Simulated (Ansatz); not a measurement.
Basis sets compared for Ge₂₀H₂₈, a nanocrystal cut from cubic germanium. Total charge 0; singlet. Geometry PBE-D4/def2-SVP. Ansatz on 11 threads of AMD EPYC 7R13 on a shared host and a whole NVIDIA H100 80GB HBM3; times are rough, and most runs start from earlier orbitals.

Cartesian coordinates in Å:
```
Ge -3.526 -0.565 -2.799
Ge -1.468 -3.072 3.089
Ge 2.793 -2.064 1.963
Ge 0.183 0.718 -3.874
Ge 3.264 -0.138 -1.484
Ge -0.395 -1.242 -0.405
Ge -3.118 1.382 0.750
Ge 0.035 0.696 3.053
Ge 0.604 2.645 -0.404
Ge 3.717 1.785 2.015
Ge -1.872 -2.867 0.685
Ge -1.120 -1.019 -2.741
Ge -4.117 1.409 -1.482
Ge 1.970 -1.879 -0.336
Ge -1.407 -0.904 4.218
Ge 2.397 0.050 3.132
Ge 2.547 0.080 -3.816
Ge -0.038 2.884 -2.756
Ge 2.968 1.994 -0.308
Ge -0.712 0.913 0.723
H -3.994 -0.370 -4.273
H -4.281 -1.799 -2.224
H -2.582 -3.956 3.726
H -0.110 -3.797 3.308
H 4.327 -2.341 1.927
H 2.111 -3.251 2.706
H -0.293 0.845 -5.357
H 4.778 -0.523 -1.429
H -3.804 0.261 1.588
H -3.384 2.734 1.477
H -0.104 2.091 3.745
H 0.412 3.999 0.351
H 5.228 1.405 2.042
H 3.550 3.146 2.753
H -1.730 -4.256 -0.006
H -3.338 -2.387 0.466
H -0.850 -2.375 -3.471
H -5.668 1.500 -1.353
H -3.633 2.683 -2.231
H 2.152 -3.236 -1.088
H -0.915 -1.091 5.685
H -2.851 -0.324 4.275
H 2.853 -0.083 4.621
H 2.758 -1.268 -4.567
H 3.410 1.166 -4.527
H 0.924 3.905 -3.438
H -1.488 3.436 -2.885
H 3.816 3.081 -1.043
```

The 6-31G sets use Cartesian d functions. Single mean-field runs in 6-31G, def2-SVP, def2-TZVP are fitted with def2-universal-jkfit.

Binding counts from free atoms (Ge triplet, H doublet) in the same basis, without a counterpoise term.

| level | functions | energy (Eh) | HOMO (eV) | LUMO (eV) | binding per atom (eV) | wall time |
| --- | --- | --- | --- | --- | --- | --- |
| HF/STO-3G | 388 | -41052.4695 | -6.41 | 8.19 | 3.79 | 4.4 s |
| HF/6-31G | 636 | -41517.0849 | -8.68 | 1.68 | 1.90 | 5 s |
| PBE-D4/def2-SVP | 780 | -41545.9130 | -5.92 | -1.92 | 2.91 | 4.8 s |
| PBE0-D4/def2-SVP | 780 | -41547.0432 | -6.83 | -1.24 | 2.91 | 7.5 s |

Task: Estimate the rows for PBE-D4/def2-TZVP (with forces), PBE0-D4/def2-TZVP (with forces).

Result: 
```
                          level  functions  energy (Eh)  HOMO (eV)  LUMO (eV)  binding per atom (eV)  wall time
 PBE-D4/def2-TZVP (with forces)       1128  -41551.1538      -5.95      -2.01                   2.91        9 s
PBE0-D4/def2-TZVP (with forces)       1128  -41552.2642      -6.83      -1.31                   2.91       18 s
```
